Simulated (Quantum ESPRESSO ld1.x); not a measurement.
Results of a calculation; reference values are marked as such.
Pb, configuration [Hg] 6p2. Level of theory: non-relativistic Kohn-Sham, LDA (Slater exchange, VWN5 correlation), spin-polarised, spherical densities, point nucleus; open shells are filled with parallel spins first; relativity is left out, which matters for an element this heavy (ld1.x of Quantum ESPRESSO 7.5).

Unscreened Slater integrals over Kohn-Sham orbitals (cm^-1). They are taken over the spin-up orbitals.

\begin{tabular}{lr}
integral & value \\ \hline
F0(6p,6p) & 59188 \\
F2(6p,6p) & 31370 \\
F0(6p,6s) & 65782 \\
G1(6p,6s) & 42071 \\
F0(6p,5d) & 74995 \\
F2(6p,5d) & 19880 \\
G1(6p,5d) & 6702.4 \\
G3(6p,5d) & 5746.5 \\
F0(6p,5p) & 76353 \\
F2(6p,5p) & 15161 \\
G0(6p,5p) & 2372.8 \\
G2(6p,5p) & 3176.5 \\
F0(6s,6s) & 75704 \\
F0(6s,5d) & 92550 \\
G2(6s,5d) & 13119 \\
F0(6s,5p) & 95101 \\
G1(6s,5p) & 5518.9 \\
F0(5d,5d) & 154550 \\
F2(5d,5d) & 80482 \\
F4(5d,5d) & 53662 \\
F0(5d,5p) & 170740 \\
F2(5d,5p) & 87495 \\
G1(5d,5p) & 109110 \\
G3(5d,5p) & 67838 \\
F0(5p,5p) & 193710 \\
F2(5p,5p) & 104480 \\
\end{tabular}

Derived for the open shells (J is the average intra-shell exchange parameter used in DFT+U). 6p: J = F2/5 = 6274 cm^-1.
